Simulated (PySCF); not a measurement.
## B$_{6}$BrH$_{9}$

Geometry (Å), atoms numbered from 1 in this order:
```xyz
16

B    -0.900   -1.302    0.018
B    -1.063    0.137    1.035
B     1.011    0.531   -0.872
B     0.131    1.405    0.469
B     0.577   -0.292    0.609
B     0.250   -1.066   -1.069
H    -1.303   -2.316    0.457
H    -1.576    0.167    2.089
H     2.068    0.825   -1.286
H     0.603    2.246    1.139
H     1.363   -0.726    1.364
Br    1.326   -2.413   -1.994
H    -1.842   -0.371    0.106
H    -1.140    1.450    0.533
H     0.284    1.705   -0.772
H     0.211    0.022   -1.826
```

Theory: PySCF 2.14.0, GIAO B97-2/def2-SVP magnetisability, rotational g tensor and spin-rotation constants, non-relativistic, gas phase. Geometry: GFN2-xTB.

The calculation is non-relativistic, which matters for the atoms heavier than Zn.

(1) How diamagnetic is it, and how anisotropic?

(2) Split it along the inertial axes a, b, c into diamagnetic and paramagnetic parts about the centre of mass, with the quadrupole moment.

(3) And the rotational g tensor?

Results:

(1) Isotropic -1633 × 10⁻³⁰ J/T², or -98.3 × 10⁻⁶ cm³/mol; principal values -1937, -1514, -1448 × 10⁻³⁰ J/T², anisotropy 460 × 10⁻³⁰ J/T² (root of half the summed squared differences of the principal values). The susceptibility is in cgs units.

(2) 
```csv
axis,χ (10⁻⁶ cm³/mol),diamagnetic (10⁻⁶ cm³/mol),paramagnetic (10⁻⁶ cm³/mol),summed x² of all electrons (Å²),quadrupole Θ (D Å)
a,-91.1,-374.0,282.9,276.1,+3.80
b,-87.4,-1278.8,1191.5,62.8,-2.58
c,-116.5,-1438.0,1321.5,25.3,-1.21
```
Anisotropies 2χaa − χbb − χcc = +21.6 and 2χbb − χaa − χcc = +33.0 × 10⁻⁶ cm³/mol. Θ is traceless in Buckingham's convention.

(3) 
| axis | rotational constant (GHz) | g | nuclear part | electronic part |
| --- | --- | --- | --- | --- |
| a | 4.8978 | -0.0286 | 0.6223 | -0.6509 |
| b | 0.9339 | -0.0055 | 0.5173 | -0.5227 |
| c | 0.8330 | +0.0062 | 0.5234 | -0.5171 |

Asymmetric top; isotopes 11B, 79Br, 1H; no vibrational averaging.
